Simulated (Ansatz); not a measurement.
Ag3H4⁻. Total charge -1; singlet. Geometry r2SCAN-D4/def2-TZVPD, basis def2-TZVPD, Ansatz.

```xyz
7

Ag    0.648   -2.602   -0.783
Ag   -0.663    2.613    0.733
Ag    0.028   -0.023    0.102
H     0.692    1.559    0.293
H    -1.778    3.751    1.152
H     1.696   -3.685   -1.449
H    -0.624   -1.613   -0.050
```

```
run  HOMO (eV)  LUMO (eV)
  A      -2.30       2.21
  B      -1.89       2.16
  C      -1.70       1.92
  D      -2.57       2.33
  E      -2.86       2.69
  F      -4.02       3.18
```

In the def2 sets Ag takes a core potential; there is no spin–orbit coupling. B3LYP takes the VWN-RPA correlation. HSE06 is defined as in plane-wave codes, on full-range PBE exchange. The structure comes from a short search, and lower isomers may exist.

**Question.** The runs used B3LYP, CAM-B3LYP, HSE06, PBE, r2SCAN, r2SCAN0. Estimate which is which.

**Answer.** A HSE06 (range-separated); B r2SCAN (0 % exact exchange); C PBE (0 % exact exchange); D B3LYP (20 % exact exchange); E r2SCAN0 (25 % exact exchange); F CAM-B3LYP (range-separated). Exact exchange lowers occupied and raises empty levels; among semilocal functionals meta-GGAs tend to open the gap a little, and such runs are hard to tell apart. The gap grows from 3.62 eV (PBE) to 7.20 eV (CAM-B3LYP).
